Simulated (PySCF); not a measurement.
## Li+ (lithium, charge +1): UHF calculation

Configuration: 1s2, closed-shell 1S. Computed with PySCF 2.14 in dyall-av3z, with scalar relativity by spin-free X2C-1e.

* Total energy: -7.237072 hartree
* One-electron energy: -8.8891 hartree
* Hartree (Coulomb) energy: 3.3040 hartree
* Exchange energy: -1.6520 hartree
* ⟨S²⟩: 0.0000
* ⟨L²⟩: 0.000
* Sum of ⟨r⟩: 1.145 bohr
* Sum of ⟨r²⟩: 0.8904 bohr²
* Langevin diamagnetic susceptibility: -0.705 ×10⁻⁶ cm³/mol

```json
{"shell": "1s", "electrons": "2", "mean orbital energy (eV)": "-75.989", "rms radius, mean of both spins (bohr)": "0.667"}
```
